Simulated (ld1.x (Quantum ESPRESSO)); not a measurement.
Which change was made? (Rb, TM semilocal)

ld1.x (Quantum ESPRESSO) 7.5 input, shortened:

```
&input
   title='Rb', zed=37., rel=1, dft='PZ', iswitch=3,
   config='[Kr] 4d1 5s0 5p0'
 /
 &inputp
   pseudotype=1, tm=.true., lloc=0,
   nlcc=.false.
 /
3
4P  2  1   6.00   0.00  1.95  1.95  0.0
4D  3  2   1.00   0.00  4.20  4.20  0.0
4S  1  0   2.00   0.00  2.50  2.50  0.0
 &test
   configts(1)='4s2 4p6 4d1 5s0 5p0'
 /
```

Cutoffs, loose and tight: the cutoffs (Ry, on a coarse ladder) from which the occupation-weighted sum of valence levels, in a spherical-Bessel basis at the reference potential, stays within 10 and 1 mRy of its value at 400 Ry. They do not see the model core or the augmentation charge, which bear on the density cutoff. Test errors are all-electron minus pseudo excitation energies from the reference, over the configurations 4s2 4p6 4d0 5s1 5p0; 4s2 4p6 4d0 5s0 5p0; 4s2 4p6 4d0 5s0.5 5p0; 4s1 4p6 4d0 5s1 5p0; 4s2 4p6 4d0 5s0 5p1; 4s2 4p5 4d0 5s1 5p0; 4s2 4p6 4d0.5 5s0.5 5p0 (two spin-polarised tests are not counted in the largest error); variants that change the core or the reference have their own tests.

The base gives: outcome: generated; cutoff, loose: 25 Ry; cutoff, tight: 35 Ry; bound ghosts: none; largest test error (meV): +1244.

Q: After one change the result is: outcome: generated; cutoff, loose: 30 Ry; cutoff, tight: 50 Ry; bound ghosts: none; largest test error (meV): +1240. Which change was it?
A. all radii scaled by about 1.26 (s 3.14, p 2.46, d 5.28 bohr)
B. wave 4s (bound): rc 2.50 bohr becomes 4s (bound): rc 2.10 bohr
C. wave 4p (bound): rc 1.95 bohr becomes 4p (bound): rc 1.86 bohr
D. reference 4s2 4p6 5s1 5p0; wave 4d (bound): rc 4.20 bohr becomes 4d channel at -0.2 Ry: rc 4.20 bohr

A: C. The others give: reference 4s2 4p6 5s1 5p0; wave 4d (bound): rc 4.20 bohr becomes 4d channel at -0.2 Ry: rc 4.20 bohr → outcome: generated, misses its reference levels by 0.46 eV; cutoff, loose: 25 Ry; cutoff, tight: 35 Ry; bound ghosts: none; largest test error (meV): -760 over the solved tests; 1 of 7 tests not solved or not reliable | wave 4s (bound): rc 2.50 bohr becomes 4s (bound): rc 2.10 bohr → outcome: generated; cutoff, loose: 30 Ry; cutoff, tight: 45 Ry; bound ghosts: none; largest test error (meV): +583 | all radii scaled by about 1.26 (s 3.14, p 2.46, d 5.28 bohr) → outcome: generated; bound ghosts: none; largest test error (meV): +2119.
